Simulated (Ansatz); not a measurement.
Potential energy curve for SMILES [Cl][Hf]([Cl])([Cl])[OH] (HCl₃HfO). The Hf1–O5 bond (Hf1 also carries Cl, Cl, Cl; O5 carries H) is varied alone, starting from the PBE0/def2-TZVP, def2 effective core potentials past Kr optimised geometry.

Computed with: UKS-PBE0 = unrestricted PBE0/def2-TZVP, def2 effective core potentials past Kr (Ansatz, a quantum-chemistry and plane-wave program); RKS-PBE0 = restricted PBE0/def2-TZVP, def2 effective core potentials past Kr in Ansatz; UKS-B3LYP = unrestricted B3LYP/def2-TZVP, def2 effective core potentials past Kr (Ansatz); RKS-B3LYP = restricted B3LYP/def2-TZVP, def2 effective core potentials past Kr (Ansatz); UKS-PBE = unrestricted PBE/def2-TZVP, def2 effective core potentials past Kr in Ansatz; RKS-PBE = restricted PBE/def2-TZVP, def2 effective core potentials past Kr in Ansatz.

Scanned distances (Å): 1.55, 1.66, 1.79, 1.83, 1.88, 1.94, 2.02, 2.12, 2.30, 2.50, 2.78, 3.10, 3.44, 3.98, 4.61, 5.41.

Q: Where does the unrestricted solution first break spin symmetry (<S²> of 0.01 or more)?

A: UKS-PBE0: between 3.10 and 3.44 Å; UKS-B3LYP: between 3.10 and 3.44 Å; UKS-PBE: between 3.10 and 3.44 Å.

```json
[
 {"R / Å": "1.55", "<S²> UKS-PBE0": "0.00", "E(RKS-PBE0) − E(UKS-PBE0) / eV": "0.000", "<S²> UKS-B3LYP": "0.00", "E(RKS-B3LYP) − E(UKS-B3LYP) / eV": "0.000", "<S²> UKS-PBE": "0.00", "E(RKS-PBE) − E(UKS-PBE) / eV": "0.000"},
 {"R / Å": "1.66", "<S²> UKS-PBE0": "0.00", "E(RKS-PBE0) − E(UKS-PBE0) / eV": "0.000", "<S²> UKS-B3LYP": "0.00", "E(RKS-B3LYP) − E(UKS-B3LYP) / eV": "0.000", "<S²> UKS-PBE": "0.00", "E(RKS-PBE) − E(UKS-PBE) / eV": "0.000"},
 {"R / Å": "1.79", "<S²> UKS-PBE0": "0.00", "E(RKS-PBE0) − E(UKS-PBE0) / eV": "0.000", "<S²> UKS-B3LYP": "0.00", "E(RKS-B3LYP) − E(UKS-B3LYP) / eV": "0.000", "<S²> UKS-PBE": "0.00", "E(RKS-PBE) − E(UKS-PBE) / eV": "0.000"},
 {"R / Å": "1.83", "<S²> UKS-PBE0": "0.00", "E(RKS-PBE0) − E(UKS-PBE0) / eV": "0.000", "<S²> UKS-B3LYP": "0.00", "E(RKS-B3LYP) − E(UKS-B3LYP) / eV": "0.000", "<S²> UKS-PBE": "0.00", "E(RKS-PBE) − E(UKS-PBE) / eV": "0.000"},
 {"R / Å": "1.88", "<S²> UKS-PBE0": "0.00", "E(RKS-PBE0) − E(UKS-PBE0) / eV": "0.000", "<S²> UKS-B3LYP": "0.00", "E(RKS-B3LYP) − E(UKS-B3LYP) / eV": "0.000", "<S²> UKS-PBE": "0.00", "E(RKS-PBE) − E(UKS-PBE) / eV": "0.000"},
 {"R / Å": "1.94", "<S²> UKS-PBE0": "0.00", "E(RKS-PBE0) − E(UKS-PBE0) / eV": "0.000", "<S²> UKS-B3LYP": "0.00", "E(RKS-B3LYP) − E(UKS-B3LYP) / eV": "0.000", "<S²> UKS-PBE": "0.00", "E(RKS-PBE) − E(UKS-PBE) / eV": "0.000"},
 {"R / Å": "2.02", "<S²> UKS-PBE0": "0.00", "E(RKS-PBE0) − E(UKS-PBE0) / eV": "0.000", "<S²> UKS-B3LYP": "0.00", "E(RKS-B3LYP) − E(UKS-B3LYP) / eV": "0.000", "<S²> UKS-PBE": "0.00", "E(RKS-PBE) − E(UKS-PBE) / eV": "0.000"},
 {"R / Å": "2.12", "<S²> UKS-PBE0": "0.00", "E(RKS-PBE0) − E(UKS-PBE0) / eV": "0.000", "<S²> UKS-B3LYP": "0.00", "E(RKS-B3LYP) − E(UKS-B3LYP) / eV": "0.000", "<S²> UKS-PBE": "0.00", "E(RKS-PBE) − E(UKS-PBE) / eV": "0.000"},
 {"R / Å": "2.30", "<S²> UKS-PBE0": "0.00", "E(RKS-PBE0) − E(UKS-PBE0) / eV": "0.000", "<S²> UKS-B3LYP": "0.00", "E(RKS-B3LYP) − E(UKS-B3LYP) / eV": "0.000", "<S²> UKS-PBE": "0.00", "E(RKS-PBE) − E(UKS-PBE) / eV": "0.000"},
 {"R / Å": "2.50", "<S²> UKS-PBE0": "0.00", "E(RKS-PBE0) − E(UKS-PBE0) / eV": "0.000", "<S²> UKS-B3LYP": "0.00", "E(RKS-B3LYP) − E(UKS-B3LYP) / eV": "0.000", "<S²> UKS-PBE": "0.00", "E(RKS-PBE) − E(UKS-PBE) / eV": "0.000"},
 {"R / Å": "2.78", "<S²> UKS-PBE0": "0.00", "E(RKS-PBE0) − E(UKS-PBE0) / eV": "0.000", "<S²> UKS-B3LYP": "0.00", "E(RKS-B3LYP) − E(UKS-B3LYP) / eV": "0.000", "<S²> UKS-PBE": "0.00", "E(RKS-PBE) − E(UKS-PBE) / eV": "0.000"},
 {"R / Å": "3.10", "<S²> UKS-PBE0": "0.00", "E(RKS-PBE0) − E(UKS-PBE0) / eV": "0.000", "<S²> UKS-B3LYP": "0.00", "E(RKS-B3LYP) − E(UKS-B3LYP) / eV": "0.000", "<S²> UKS-PBE": "0.00", "E(RKS-PBE) − E(UKS-PBE) / eV": "0.000"},
 {"R / Å": "3.44", "<S²> UKS-PBE0": "0.66", "E(RKS-PBE0) − E(UKS-PBE0) / eV": "0.267", "<S²> UKS-B3LYP": "0.57", "E(RKS-B3LYP) − E(UKS-B3LYP) / eV": "0.194", "<S²> UKS-PBE": "0.43", "E(RKS-PBE) − E(UKS-PBE) / eV": "0.065"},
 {"R / Å": "3.98", "<S²> UKS-PBE0": "0.95", "E(RKS-PBE0) − E(UKS-PBE0) / eV": "0.978", "<S²> UKS-B3LYP": "0.82", "E(RKS-B3LYP) − E(UKS-B3LYP) / eV": "0.752", "<S²> UKS-PBE": "0.68", "E(RKS-PBE) − E(UKS-PBE) / eV": "0.400"},
 {"R / Å": "4.61", "<S²> UKS-PBE0": "1.00", "E(RKS-PBE0) − E(UKS-PBE0) / eV": "1.374", "<S²> UKS-B3LYP": "0.92", "E(RKS-B3LYP) − E(UKS-B3LYP) / eV": "1.052", "<S²> UKS-PBE": "0.77", "E(RKS-PBE) − E(UKS-PBE) / eV": "0.562"},
 {"R / Å": "5.41", "<S²> UKS-PBE0": "1.00", "E(RKS-PBE0) − E(UKS-PBE0) / eV": "1.625", "<S²> UKS-B3LYP": "0.97", "E(RKS-B3LYP) − E(UKS-B3LYP) / eV": "1.259", "<S²> UKS-PBE": "0.81", "E(RKS-PBE) − E(UKS-PBE) / eV": "0.657"}
]
```
